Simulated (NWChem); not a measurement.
**Dipole moment of F₂Ge**

```xyz
3

Ge     0.0000     0.0000    -0.4160
F      1.3105     0.0000     0.7395
F     -1.3105     0.0000     0.7395
```
Charge 0, spin multiplicity 1.

The numbers come from NWChem runs, not from measurements. Structure: optimised with PBE0/def2-SVP, a minimum by its harmonic frequencies.

Basis set: 6-31G*. The CCSD dipole comes from the Λ equations, without orbital relaxation.

| method | dipole moment (D) | difference from CCSD |
|---|---|---|
| HF | 2.62 | +0.37 |
| LDA (SVWN5) | 1.91 | -0.33 |
| PBE | 1.88 | -0.36 |
| B3LYP | 2.17 | -0.07 |
| CCSD | 2.24 | 0.00 |

The values span 0.74 D, from PBE (lowest) to HF (highest). 

The Hamiltonian is non-relativistic. The correlated methods keep 11 core orbitals frozen. B3LYP has NWChem's definition, with VWN1-RPA local correlation. The Pople sets run with spherical d functions. The structure started from a generated list of species. No row is a measurement; the coupled-cluster row has its own basis-set and correlation limits.
